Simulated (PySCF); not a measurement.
BH2N, SMILES B=N. Atoms are numbered in the order given.

```xyz
4

B      0.0000     0.0000     0.6923
N      0.0000     0.0000    -0.5410
H      0.0000     0.0000     1.8591
H      0.0000     0.0000    -1.5332
```
Charge 0, spin multiplicity 1.

Coordinates come from a B3LYP-D3(BJ)/def2-TZVPD optimisation.

These are B3LYP/pcJ-1 run with PySCF values and carry that method's errors.

Isotropic couplings with Fermi-contact, spin-dipole and both spin-orbit terms, one fixed conformer, no vibrational averaging. Isotopes: 11B, 14N, 1H.

Computed spin–spin coupling constants:
| pair | bonds apart | J (Hz) |
|---|---|---|
| B1–N2 | 1 | 65.8 |
| B1–H3 | 1 | 259.7 |
| N2–H4 | 1 | 86.0 |
| B1–H4 | 2 | 62.9 |
| N2–H3 | 2 | 12.5 |
| H3–H4 | 3 | 7.0 |
